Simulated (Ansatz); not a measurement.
A nudged elastic band was laid between two geometries of ClFH2OSi + H2O (9 atoms, charge 0, multiplicity 1).

All numbers below come from RKS B3LYP-D4/def2-SVP (Ansatz).

```
movable images  : 9
climbing image  : yes
spring          : 5.0 eV/Å²
optimiser       : quadratic models (default)
start path      : through a guess of the saddle point
force threshold : 0.5 eV/Å
iteration limit : 60
end points      : relaxed
```

First end point:

```xyz
9
Properties=species:S:1:pos:R:3
Si -0.401 0.215 0.112
H -0.141 0.557 1.509
F 0.935 -0.256 -0.688
O -0.980 1.575 -0.610
H -1.272 1.528 -1.528
Cl -1.778 -1.319 -0.146
O 0.956 -2.016 1.459
H 1.558 -1.943 0.704
H 0.295 -2.655 1.156
```

Last end point:

```xyz
9
Properties=species:S:1:pos:R:3
Si -0.527 -0.453 -0.618
H 2.048 -0.594 2.998
F 0.891 -0.073 -1.291
O -1.388 0.909 -0.359
H -1.324 1.618 -1.010
Cl -1.441 -1.743 -1.938
O -0.327 -1.179 0.833
H -0.233 -2.139 0.850
H 1.473 -0.658 2.502
```

Q: Which bonds break or form, and what moves?

A: Bonds broken: Si1–H2, O7–H9. Bonds formed: Si1–O7, H2–H9. ClFH2OSi + H2O becomes ClFH2O2Si + H2.

Q: Give the energies along the band, and the barrier.

A: The forces met the threshold. The highest image is number 4 of 0 to 10, 151.1 kJ/mol above the first end and 212.8 kJ/mol above the last; the last end lies 61.7 kJ/mol below the first. The threshold of 0.5 eV/Å is loose, so the images may lie well off the minimum-energy path. Neighbouring images differ by up to 1.9 eV, so the band resolves the path poorly. The order of the point at the top wasn't checked. The orbitals stay closed-shell, which can raise the energy where a bond breaks towards radicals; this wasn't checked here.

```
image  path coordinate (Å)  energy (kJ/mol)  Si1–H2 (Å)  O7–H9 (Å)  Si1–O7 (Å)
    0                 0.00              0.0        1.46       0.97        2.94
    1                 1.32              6.8        1.46       0.97        2.87
    2                 2.63             15.8        1.46       0.97        3.03
    3                 3.95             56.6        1.48       0.97        2.43
    4                 5.26            151.1        1.68       1.14        1.78
    5                 6.33            -29.2        2.51       1.97        1.65
    6                 7.40            -57.1        3.27       2.58        1.63
    7                 8.48            -59.7        3.78       2.60        1.63
    8                 9.55            -60.9        4.21       2.57        1.63
    9                10.62            -61.5        4.39       2.49        1.63
   10                11.69            -61.7        4.44       2.51        1.63
```

Q: What is the geometry of the highest image?

A: 
```xyz
9
Properties=species:S:1:pos:R:3
Si 0.107 -0.217 -0.081
H 0.769 0.328 1.358
F 1.465 0.127 -0.895
O -1.099 0.910 0.084
H -1.744 0.760 -0.628
Cl -0.824 -1.400 -1.625
O 0.242 -1.620 1.009
H -0.282 -2.442 1.054
H 0.536 -0.760 1.691
```

Time of the run: 9.2 min on 2 threads of AMD EPYC 7R43 64-Core Processor (Zen 3), on a shared host, peak memory 0.24 GiB.
